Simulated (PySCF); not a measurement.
Distorted geometries of Pb(OH)4

Pb(OH)4 (singlet). PySCF 2.14.0, RKS BP86, Pb def2-SVP with ECP60, O def2-SVP, H def2-SVP; non-relativistic Hamiltonian with scalar-relativistic core potentials where named; density fitting; no spin-orbit coupling. Relaxed geometry:

```xyz
9

Pb    0.0511    0.4006    0.0044
O     0.0489   -1.1320    1.4733
H    -0.4672   -0.7637    2.2235
O     0.2854   -0.5808   -1.8623
H    -0.1203   -1.4676   -1.7415
O     1.6012    1.8468    0.0905
H     2.3451    1.4624   -0.4231
O    -1.7524    1.4793    0.3017
H    -1.5794    2.3730   -0.0665
```

Question: Order these distorted geometries by energy above the relaxed one, lowest first.
A.
```xyz
9

Pb   -0.0076    0.4080    0.1668
O    -0.0453   -1.1904    1.6371
H    -0.3804   -0.6695    2.2673
O     0.2282   -0.4042   -1.8147
H    -0.1569   -1.6484   -1.8681
O     1.5518    1.9170   -0.0886
H     2.2812    1.3567   -0.5255
O    -1.6586    1.5334    0.3824
H    -1.4001    2.3153   -0.1567
```
B.
```xyz
9

Pb    0.0072    0.3833   -0.0806
O     0.0692   -1.1614    1.3089
H    -0.5440   -0.7855    2.2379
O     0.4177   -0.5995   -1.8432
H    -0.0999   -1.4285   -1.7074
O     1.6053    1.8127    0.1418
H     2.3688    1.5639   -0.3298
O    -1.7832    1.5182    0.3039
H    -1.6288    2.3149   -0.0315
```
C.
```xyz
9

Pb   -0.0433    0.4134    0.0993
O     0.0815   -1.0927    1.4393
H    -0.4590   -0.7843    2.2139
O     0.2560   -0.5562   -1.8323
H    -0.1265   -1.4642   -1.7709
O     1.6384    1.8764    0.0262
H     2.3112    1.4591   -0.3878
O    -1.7016    1.4692    0.2853
H    -1.5444    2.2973   -0.0730
```

Answer: C (0.78 eV), B (1.10 eV), A (1.90 eV).

Question: Which forces (eV/Å) act in the one that lies 0.78 eV up?

Answer: 
```
Pb   3.84  0.10 -2.73
O   -0.35 -1.06  1.77
H    0.32 -0.35 -0.26
O   -0.22  0.14  0.56
H    0.07  0.25  0.13
O   -5.27  2.02  2.84
H    4.15 -2.79 -2.65
O   -3.05 -1.83  1.82
H    0.51  3.52 -1.48
```
Forces carry noise of the integration grid, about 0.01 to 0.03 eV/Å.
